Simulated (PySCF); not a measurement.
Molecule: `CCC1OCOCO1`, C5H10O3.

Geometry (Å), atoms numbered from 1 in this order:
```xyz
18

C     2.535    0.220   -0.439
C     1.380   -0.749   -0.650
C     0.106   -0.260    0.023
O    -0.339    0.912   -0.618
C    -1.560    1.330   -0.089
O    -2.541    0.336   -0.175
C    -2.091   -0.829    0.455
O    -0.871   -1.272   -0.060
H     2.783    0.302    0.617
H     3.414   -0.127   -0.975
H     2.263    1.204   -0.810
H     1.611   -1.732   -0.241
H     1.165   -0.857   -1.713
H     0.281   -0.027    1.098
H    -1.902    2.180   -0.681
H    -1.424    1.623    0.975
H    -1.988   -0.641    1.546
H    -2.829   -1.610    0.266
```

Frames of a GFN2-xTB Langevin trajectory at 400 K; GIAO PBE0/pcSseg-1 shieldings in PySCF 2.14, gas phase, non-relativistic; equivalent atoms averaged within each frame.

References, each an isolated molecule treated in the same way: ¹³C (σ = 186.93 ppm) and ¹H (σ = 31.72 ppm) vs TMS; ¹⁷O (σ = 336.08 ppm) vs H2O. The references are static minima.

**Question.** How do the shifts (ppm) fluctuate along the trajectory?

**Answer.** 
```tsv
time (fs)	C3	C5/C7	C2	C1	O4/O8	O6	H16/H17	H15/H18	H14	H12/H13
optimised geometry	107.2	96.3	32.9	10.3	119.9	101.7	5.16	5.41	4.60	1.71
250	103.7	92.5	33.9	0.9	109.4	95.6	5.79	5.66	4.29	1.76
425	111.3	94.2	30.4	9.3	118.9	90.4	4.62	5.80	4.60	1.62
625	101.5	96.4	37.3	12.9	122.7	100.5	5.72	5.35	4.18	2.24
800	112.7	96.7	27.3	7.1	127.3	105.1	5.83	6.11	4.60	0.86
1000	112.2	101.7	31.4	11.6	137.7	118.4	5.58	6.97	6.02	1.78
mean of frames	108.3	96.3	32.0	8.3	123.2	102.0	5.51	5.98	4.74	1.65
standard deviation	5.3	3.5	3.8	4.7	10.4	10.7	0.51	0.62	0.74	0.50
```

5 frames give an uncertainty of the mean of about the standard deviation over 2.2 at best, since frames this close in time may not be independent; classical motion lacks zero-point vibration, and the reference would need the same averaging.
